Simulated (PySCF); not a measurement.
**BP86 on N (nitrogen, neutral)**

Configuration: [He] 2s1 2p3 3d1, high-spin 6D determinant (an excited configuration). Calculation: PySCF 2.14, in aug-cc-pVTZ with one added diffuse shell each of s, p, d, f type (6s5p4d3f, 62 functions); the non-relativistic Hamiltonian (point nucleus).

```
Total energy                                                  : -53.8821 hartree
One-electron energy                                           : -70.9454 hartree
Hartree (Coulomb) energy                                      : 23.7016 hartree
Exchange-correlation energy                                   : -6.6383 hartree
Kinetic energy                                                : 53.70800 hartree
⟨S²⟩                                                          : 8.7500
⟨L²⟩                                                          : 6.001
Sum of ⟨r⟩                                                    : 11.18 bohr
Sum of ⟨r²⟩                                                   : 43.48 bohr²
Traceless quadrupole moment −½Σ⟨3z² − r²⟩ along its main axis : 10.2 e·bohr²
Density at the nucleus (Gaussians lack the cusp)              : 194 bohr⁻³
Spin density at the nucleus                                   : 5.03 bohr⁻³
Langevin diamagnetic susceptibility                           : -34.4 ×10⁻⁶ cm³/mol
```

| shell | electrons | mean orbital energy (hartree) | spread (hartree) | rms radius, mean of both spins (bohr) |
| --- | --- | --- | --- | --- |
| 1s α | 1 | -14.56116 | 0 | 0.267 |
| 1s β | 1 | -14.46685 | 0 | 0.267 |
| 2s α | 1 | -1.08670 | 0 | 1.34 |
| 2p α | 3 | -0.65051 | 0.00223 | 1.40 |
| 3d α | 1 | 0.00290 | 0 | 5.97 |

The outer electron is Rydberg-like, and this basis confines it to a smaller radius and binds it less than a complete one would. At BP86 the highest occupied level has a positive energy, so only the finite basis holds that electron; for this excited configuration the basis is too tight for the outer shell.
